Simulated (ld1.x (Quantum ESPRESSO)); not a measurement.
Pseudopotential generation for Br (Z = 35): RRKJ, PBE, scalar-relativistic.

ld1.x (Quantum ESPRESSO) 7.5 was run on this input:

```
&input
   title='Br', zed=35., rel=1, dft='PBE', iswitch=3,
   config='[Ar] 3d10 4s2 4p5 4d-2',
   nld=3, rlderiv=1.75, eminld=-3.0, emaxld=5.0, deld=0.02
 /
 &inputp
   pseudotype=2, tm=.false., rho0=0.02, lloc=-1, rcloc=1.45,
   nlcc=.true.,
   file_pseudopw='Br.UPF', file_wfcaegen='ae.wfc', file_wfcncgen='nc.wfc', file_beta='beta', file_chi='chi'
 /
3
4S  1  0   2.00   0.00  1.25  1.25  0.0
4P  2  1   5.00   0.00  1.60  1.60  0.0
4D  3  2  -2.00   0.40  1.30  1.30  0.0
 &test
   configts(1)='4s2 4p5'
 /
```

Command:

```bash
ld1.x < Br.in > Br.out
```

The program printed (shortened: banner, matrices, multipoles, cross overlaps and the repeated all-electron block are left out):

```
Program LD1 v.7.5
     --------------------------- All-electron run ----------------------------

     Br
     scalar relativistic calculation

     atomic number is 35.00
     dft =PBE   lsd =0 sic =0 latt =0  beta=0.20 tr2=1.0E-14
     Exchange-correlation= PBE
                           (   1   4   3   4   0   0   0)
     mesh =1213 r(mesh) =  98.95369 a.u. xmin = -7.00 dx = 0.01250
     1 Ry =  13.60569312 eV, c = 137.03599908

     n l     nl                  e(Ry)          e(Ha)          e(eV)
     1 0     1S 1( 2.00)      -978.8645      -489.4322    -13318.1300
     2 0     2S 1( 2.00)      -127.3806       -63.6903     -1733.1013
     2 1     2P 1( 6.00)      -112.3470       -56.1735     -1528.5587
     3 0     3S 1( 2.00)       -17.4982        -8.7491      -238.0753
     3 1     3P 1( 6.00)       -12.7514        -6.3757      -173.4923
     3 2     3D 1(10.00)        -4.9037        -2.4519       -66.7184
     4 0     4S 1( 2.00)        -1.4798        -0.7399       -20.1342
     4 1     4P 1( 5.00)        -0.5777        -0.2888        -7.8596

     final scf error:  9.2E-15 reached in  38 iterations

     Etot =   -5212.829535 Ry,   -2606.414768 Ha,  -70924.158959 eV

     Ekin =    5325.613312 Ry,    2662.806656 Ha,   72458.660419 eV
     Encl =  -12569.667307 Ry,   -6284.833654 Ha, -171019.036043 eV
     Eh   =    2215.406330 Ry,    1107.703165 Ha,   30142.138670 eV
     Exc  =    -184.181870 Ry,     -92.090935 Ha,   -2505.922004 eV

     normalization and overlap integrals

     s(1S/1S) =  1.000000  <r> =   0.0427  <r2> =    0.0025  r(max) =   0.0279
     s(2S/2S) =  1.000000  <r> =   0.1895  <r2> =    0.0424  r(max) =   0.1584
     s(2P/2P) =  1.000000  <r> =   0.1654  <r2> =    0.0335  r(max) =   0.1280
     s(3S/3S) =  1.000000  <r> =   0.5514  <r2> =    0.3498  r(max) =   0.4817
     s(3P/3P) =  1.000000  <r> =   0.5641  <r2> =    0.3728  r(max) =   0.4817
     s(3D/3D) =  1.000000  <r> =   0.5904  <r2> =    0.4326  r(max) =   0.4305
     s(4S/4S) =  1.000000  <r> =   1.6749  <r2> =    3.2214  r(max) =   1.4115
     s(4P/4P) =  1.000000  <r> =   2.1055  <r2> =    5.2358  r(max) =   1.6606

     ------------------------ End of All-electron run ------------------------

     --------------------- Generating NC pseudopotential ---------------------

      Generating local potential from pseudized AE potential:
      Matching radius rcloc =   1.4500

      Local pseudo, rcloc= 1.447 Estimated cut-off energy=    11.75 Ry

      Computing core charge for nlcc:

       r > 1.06 : true rho core
       r < 1.06 : rho core = a sin(br)/r    a=   9.50  b=   2.55

      Integrated core pseudo-charge :   5.12

      Wfc   4S  rcut= 1.246  Estimated cut-off energy=       27.02 Ry
      Using 4 Bessel functions for this wfc, rho(0) = 0.020
      This function has    0 nodes for 0 < r <    1.246

      Wfc   4P  rcut= 1.599  Estimated cut-off energy=       67.62 Ry
      This function has    0 nodes for 0 < r <    1.599

      Wfc   4D  rcut= 1.310  Estimated cut-off energy=      128.43 Ry
      This function has    0 nodes for 0 < r <    1.310

     ------------------- End of pseudopotential generation -------------------

     Computing logarithmic derivative in   1.75667
     Computing logarithmic derivative in   1.75667
     Computing the partial wave expansion
     R is outside the sphere for l=    0 j= 0.00
     R is outside the sphere for l=    1 j= 0.00
     R is outside the sphere for l=    2 j= 0.00

     ---------------------- Testing the pseudopotential ----------------------

     Br
     scalar relativistic calculation

     atomic number is 35.00   valence charge is  7.00
     dft =PBE   lsd =0 sic =0 latt =0  beta=0.20 tr2=1.0E-14
     mesh =1213 r(mesh) =  98.95369 xmin = -7.00 dx = 0.01250

     n l     nl             e AE (Ry)        e PS (Ry)    De AE-PS (Ry)
     1 0     4S   1( 2.00)       -1.47984       -1.47985        0.00001
     2 1     4P   1( 5.00)       -0.57767       -0.57768        0.00000

     eps = 1.9E-17  iter =  4

     Etot =   -5212.829535 Ry,   -2606.414768 Ha,  -70924.158959 eV
     Etotps =   -34.729067 Ry,     -17.364534 Ha,    -472.513029 eV

     Ekin =       8.686451 Ry,       4.343226 Ha,     118.185188 eV
     Encl =     -56.663164 Ry,     -28.331582 Ha,    -770.941623 eV
     Ehrt =      22.364422 Ry,      11.182211 Ha,     304.283457 eV
     Ecxc =     -13.670186 Ry,      -6.835093 Ha,    -185.992353 eV
     (Ecc =      -7.755549 Ry,      -3.877775 Ha,    -105.519622 eV)
     Epseu=       4.553410 Ry,       2.276705 Ha,      61.952302 eV

     ---------------------- End of pseudopotential test ----------------------
```

Note: ghost state, extra bound levels that the all-electron valence spectrum of the same l lacks: d at -2360.5 eV. A true bound ghost makes a file unfit for plane-wave use.

Generation and configuration tests took about 1.6 s on one core of a shared server CPU.

Transferability test of the new file with ld1.x, input:

```
&input
   title='Br', zed=35., rel=1, dft='PBE', iswitch=2,
   config='[Ar] 3d10 4s2 4p5 4d-2'
 /
 &test
   file_pseudo='Br.UPF', nconf=8,
   configts(1)='4s2 4p5',
   configts(2)='4s2 4p4',
   configts(3)='4s2 4p3',
   configts(4)='4s2 4p2',
   configts(5)='4s2 4p1',
   configts(6)='4s1 4p5',
   configts(7)='4s2 4p5.3',
   configts(8)='4s1 4p6'
 /
```

```bash
ld1.x < Br.test.in > Br.test.out
```

Pseudopotential blocks of its output, shortened (energy terms left out):

```
     ---------------------- Testing the pseudopotential ----------------------

     n l     nl             e AE (Ry)        e PS (Ry)    De AE-PS (Ry)
     1 0     4S   1( 2.00)       -1.47984       -1.47985        0.00001
     2 1     4P   1( 5.00)       -0.57767       -0.57768        0.00000

     eps = 1.4E-15  iter = 28

     Etot =   -5212.829535 Ry,   -2606.414768 Ha,  -70924.158959 eV
     Etotps =   -34.729067 Ry,     -17.364533 Ha,    -472.513024 eV

     ---------------------- End of pseudopotential test ----------------------

          ---------------------- Testing the pseudopotential ----------------------

     n l     nl             e AE (Ry)        e PS (Ry)    De AE-PS (Ry)
     1 0     4S   1( 2.00)       -2.23398       -2.23342       -0.00057
     2 1     4P   1( 4.00)       -1.28406       -1.28368       -0.00038

     eps = 2.5E-15  iter = 14

     Etot =   -5211.906836 Ry,   -2605.953418 Ha,  -70911.604995 eV
     Etotps =   -33.806377 Ry,     -16.903189 Ha,    -459.959195 eV
     dEtot_ae =       0.922699 Ry
     dEtot_ps =       0.922689 Ry,   Delta E=       0.000010 Ry

     ---------------------- End of pseudopotential test ----------------------

          ---------------------- Testing the pseudopotential ----------------------

     n l     nl             e AE (Ry)        e PS (Ry)    De AE-PS (Ry)
     1 0     4S   1( 2.00)       -3.07502       -3.07386       -0.00116
     2 1     4P   1( 3.00)       -2.07453       -2.07358       -0.00095

     eps = 5.6E-15  iter =  9

     Etot =   -5210.233974 Ry,   -2605.116987 Ha,  -70888.844544 eV
     Etotps =   -32.133902 Ry,     -16.066951 Ha,    -437.204013 eV
     dEtot_ae =       2.595562 Ry
     dEtot_ps =       2.595164 Ry,   Delta E=       0.000397 Ry

     ---------------------- End of pseudopotential test ----------------------

          ---------------------- Testing the pseudopotential ----------------------

     n l     nl             e AE (Ry)        e PS (Ry)    De AE-PS (Ry)
     1 0     4S   1( 2.00)       -3.98388       -3.98259       -0.00129
     2 1     4P   1( 2.00)       -2.93163       -2.93021       -0.00141

     eps = 9.3E-16  iter =  9

     Etot =   -5207.736308 Ry,   -2603.868154 Ha,  -70854.862071 eV
     Etotps =   -29.637038 Ry,     -14.818519 Ha,    -403.232439 eV
     dEtot_ae =       5.093227 Ry
     dEtot_ps =       5.092029 Ry,   Delta E=       0.001198 Ry

     ---------------------- End of pseudopotential test ----------------------

          ---------------------- Testing the pseudopotential ----------------------

     n l     nl             e AE (Ry)        e PS (Ry)    De AE-PS (Ry)
     1 0     4S   1( 2.00)       -4.94764       -4.94747       -0.00017
     2 1     4P   1( 1.00)       -3.84312       -3.84188       -0.00124

     eps = 6.4E-16  iter =  7

     Etot =   -5204.353576 Ry,   -2602.176788 Ha,  -70808.837653 eV
     Etotps =   -26.255166 Ry,     -13.127583 Ha,    -357.219727 eV
     dEtot_ae =       8.475960 Ry
     dEtot_ps =       8.473901 Ry,   Delta E=       0.002059 Ry

     ---------------------- End of pseudopotential test ----------------------

          ---------------------- Testing the pseudopotential ----------------------

     n l     nl             e AE (Ry)        e PS (Ry)    De AE-PS (Ry)
     1 0     4S   1( 1.00)       -2.29409       -2.29500        0.00091
     2 1     4P   1( 5.00)       -1.33246       -1.33205       -0.00041

     eps = 5.3E-15  iter = 14

     Etot =   -5210.951055 Ry,   -2605.475528 Ha,  -70898.600937 eV
     Etotps =   -32.850003 Ry,     -16.425002 Ha,    -446.947066 eV
     dEtot_ae =       1.878480 Ry
     dEtot_ps =       1.879063 Ry,   Delta E=      -0.000583 Ry

     ---------------------- End of pseudopotential test ----------------------

          ---------------------- Testing the pseudopotential ----------------------

     n l     nl             e AE (Ry)        e PS (Ry)    De AE-PS (Ry)
     1 0     4S   1( 2.00)       -1.27532       -1.27546        0.00014
     2 1     4P   1( 5.30)       -0.38640       -0.38646        0.00006

     eps = 3.6E-15  iter = 22

     Etot =   -5212.973845 Ry,   -2606.486922 Ha,  -70926.122387 eV
     Etotps =   -34.873411 Ry,     -17.436705 Ha,    -474.476922 eV
     dEtot_ae =      -0.144309 Ry
     dEtot_ps =      -0.144344 Ry,   Delta E=       0.000035 Ry

     ---------------------- End of pseudopotential test ----------------------

          ---------------------- Testing the pseudopotential ----------------------

     n l     nl             e AE (Ry)        e PS (Ry)    De AE-PS (Ry)
     1 0     4S   1( 1.00)       -1.53798       -1.53914        0.00117
     2 1     4P   1( 6.00)       -0.62168       -0.62151       -0.00016

     eps = 6.7E-15  iter = 25

     Etot =   -5211.920279 Ry,   -2605.960139 Ha,  -70911.787892 eV
     Etotps =   -33.819101 Ry,     -16.909550 Ha,    -460.132308 eV
     dEtot_ae =       0.909257 Ry
     dEtot_ps =       0.909966 Ry,   Delta E=      -0.000709 Ry

     ---------------------- End of pseudopotential test ----------------------
```
